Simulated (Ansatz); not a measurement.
Computed with Ansatz on PBE0-D4/def2-TZVP structures; ΔE is electronic, products minus reactants. CBS: MP2 limit from def2 TZ/QZ plus the TZ coupled-cluster correction, frozen cores. This one scheme is used for every species. Functionals use def2-TZVPP. B3LYP here is the variant with VWN-RPA as its local correlation; programs differ in this. One conformer a species, not always the lowest.

`OC(O)O[SiH3]` + CH₄ → `CC(O)O[SiH3]` + H₂O  (formal exchange of groups at a C–O bond)

`OC(O)O[SiH3]`:

Z-matrix (Å, degrees):
```
C
O 1 1.385
O 1 1.400 2 107.8
O 1 1.377 2 109.0 3 122.8
H 1 1.098 2 111.9 3 -120.1
H 2 0.962 1 107.4 3 28.2
Si 3 1.659 1 122.1 2 160.6
H 4 0.965 1 107.1 2 -41.2
H 7 1.486 3 110.5 1 47.4
H 7 1.481 3 104.7 1 166.4
H 7 1.484 3 112.0 1 -74.9
```

CH₄:

Cartesian coordinates in Å:
```
C 0.000 0.000 0.000
H -0.506 0.184 0.947
H 0.710 0.804 -0.195
H -0.735 -0.038 -0.803
H 0.532 -0.950 0.051
```

`CC(O)O[SiH3]`:

Cartesian coordinates in Å:
```
C -0.397 -1.573 -0.266
C -0.455 -0.335 0.591
O -1.673 -0.335 1.257
O -0.369 0.838 -0.193
Si 1.040 1.550 -0.654
H -1.219 -1.551 -0.983
H -0.491 -2.464 0.357
H 0.549 -1.620 -0.808
H 0.378 -0.325 1.316
H -1.742 0.486 1.753
H 1.940 1.710 0.524
H 1.761 0.747 -1.679
H 0.677 2.871 -1.215
```

H₂O:

Z-matrix (Å, degrees):
```
O
H 1 0.960
H 1 0.960 2 105.1
```

```json
{"level": "PBE-D4", "ΔE (kJ/mol)": "13.1", "difference from CCSD(T)/CBS": "9.4"}
{"level": "r2SCAN-D4", "ΔE (kJ/mol)": "17.3", "difference from CCSD(T)/CBS": "13.6"}
{"level": "PBE0-D4", "ΔE (kJ/mol)": "12.3", "difference from CCSD(T)/CBS": "8.6"}
{"level": "B3LYP-D4", "ΔE (kJ/mol)": "13.3", "difference from CCSD(T)/CBS": "9.6"}
{"level": "ωB97X-V", "ΔE (kJ/mol)": "15.3", "difference from CCSD(T)/CBS": "11.6"}
{"level": "ωB97M-V", "ΔE (kJ/mol)": "14.3", "difference from CCSD(T)/CBS": "10.6"}
{"level": "B2PLYP", "ΔE (kJ/mol)": "13.9", "difference from CCSD(T)/CBS": "10.2"}
{"level": "PBE", "ΔE (kJ/mol)": "15.6", "difference from CCSD(T)/CBS": "11.9"}
{"level": "r2SCAN", "ΔE (kJ/mol)": "18.2", "difference from CCSD(T)/CBS": "14.5"}
{"level": "PBE0", "ΔE (kJ/mol)": "14.5", "difference from CCSD(T)/CBS": "10.8"}
{"level": "B3LYP", "ΔE (kJ/mol)": "17.1", "difference from CCSD(T)/CBS": "13.4"}
{"level": "HF/def2-TZVPP", "ΔE (kJ/mol)": "21.5", "difference from CCSD(T)/CBS": "17.8"}
{"level": "MP2/def2-TZVPP", "ΔE (kJ/mol)": "6.4", "difference from CCSD(T)/CBS": "2.7"}
{"level": "SCS-MP2/def2-TZVPP", "ΔE (kJ/mol)": "8.9", "difference from CCSD(T)/CBS": "5.2"}
{"level": "CCSD/def2-TZVPP", "ΔE (kJ/mol)": "10.3", "difference from CCSD(T)/CBS": "6.6"}
{"level": "CCSD(T)/def2-TZVPP", "ΔE (kJ/mol)": "10.3", "difference from CCSD(T)/CBS": "6.6"}
{"level": "HF/def2-QZVPP", "ΔE (kJ/mol)": "19.9", "difference from CCSD(T)/CBS": "16.2"}
{"level": "MP2/def2-QZVPP", "ΔE (kJ/mol)": "2.1", "difference from CCSD(T)/CBS": "-1.6"}
{"level": "SCS-MP2/def2-QZVPP", "ΔE (kJ/mol)": "4.6", "difference from CCSD(T)/CBS": "0.9"}
{"level": "HF/CBS(def2)", "ΔE (kJ/mol)": "19.7", "difference from CCSD(T)/CBS": "16.0"}
{"level": "MP2/CBS(def2)", "ΔE (kJ/mol)": "-0.2", "difference from CCSD(T)/CBS": "-3.9"}
{"level": "CCSD/CBS(def2)", "ΔE (kJ/mol)": "3.7", "difference from CCSD(T)/CBS": "0.0"}
{"level": "CCSD(T)/CBS", "ΔE (kJ/mol)": "3.7", "difference from CCSD(T)/CBS": "0"}
```

Largest T1 diagnostic among the species: 0.012.

In def2-TZVPP, CCSD(T) changes the Hartree–Fock value by −11.2 kJ/mol (the triples alone add −0.0 kJ/mol) and MP2 by −15.0 kJ/mol. The D4 term adds −3.8 kJ/mol with B3LYP and −2.3 kJ/mol with PBE0; it sums over pairs of atoms, weighted by their polarisabilities, and B3LYP, whose exchange is more repulsive, gets the larger term.
